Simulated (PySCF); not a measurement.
## Yb⁵⁵⁺: ionisation energy

Yb⁵⁵⁺ [Ne] 3s2 3p3 (4S) → Yb⁵⁶⁺ [Ne] 3s2 3p2 (3P), as a difference of total energies. Calculation: PySCF 2.14, in an even-tempered Gaussian basis (17 s from 14 bohr⁻², ratio 2.5; 12 p from 18 bohr⁻², ratio 2.5; 4 d from 72 bohr⁻², ratio 2.7; 4 f from 110 bohr⁻², ratio 2.7); the spin-free X2C one-electron Hamiltonian (Gaussian nucleus). Correlated levels: outer shells: 1s2 frozen; virtual orbitals above 40 to 60 times the deepest correlated orbital energy dropped. The calculations carry no spin-orbit coupling.

| method | ionisation energy (eV) |
| --- | --- |
| UHF | 5444.0 |
| LDA | 5443.6 |
| PBE | 5444.6 |
| PBE0 | 5444.8 |
| r2SCAN | 5446.0 |
| PBEsol | 5443.9 |
| BHandHLYP | 5445.2 |
| MP2 (outer shells) | 5444.5 |
| SCS-MP2 (outer shells) | 5444.3 |

Spin-orbit coupling is strong in these open shells (close to jj coupling). The scalar numbers leave it out and a first-order estimate fails, so it can dominate the gap to the real levels.

The ground level that NIST lists for one species does not belong to the high-spin term computed here, so part of any gap is the choice of state.

Breit and QED terms and the two-electron picture change are absent.

For comparison: 5339 ± 5 eV (theoretical estimate listed by NIST; NIST Atomic Spectra Database, ionization energies).
